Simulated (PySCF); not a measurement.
Cl4HSi2, SMILES Cl[Si]([SiH]Cl)(Cl)Cl, multiplicity 2. Atoms are numbered in the order given.

```xyz
7

Cl     2.6226    -1.2652    -0.2117
Si     1.6261     0.4780    -0.6957
Si    -0.5480     0.2501     0.0443
Cl    -0.6509    -0.0643     2.0647
Cl    -1.4260    -1.3332    -0.9038
Cl    -1.5703     1.9668    -0.4087
H      2.3249     1.6368    -0.0676
```
Charge 0, spin multiplicity 2.

The structure is a stationary point at ωB97X-D3(BJ)/def2-SVP. The isomer is the one that the SMILES or the coordinates give; other isomers of the formula were not compared. The values are those of a single conformer.

Calculation: PBE/def2-TZVP (PySCF).

Gas-phase values at a fixed geometry.

Task: Estimate the frontier levels, dipole moment and polarisability. (An estimate is asked for; the answer gives what the named calculation found.)

Result: 
The α spin, highest occupied and lowest empty level is -5.70 and -2.09 eV and the β spin, highest occupied and lowest empty level is -7.43 and -4.28 eV. The dipole moment is 1.07 D and the quadrupole, principal values (traceless, Buckingham form, about the centre of nuclear charge) is -2.94, -0.20, 3.13 D·Å. The mean static polarisability is 104.0 bohr³ (15.41 Å³), the polarisability, principal values is 90.7, 101.4, 119.8 bohr³ and the ⟨S²⟩ is 0.753 (pure state 0.75).
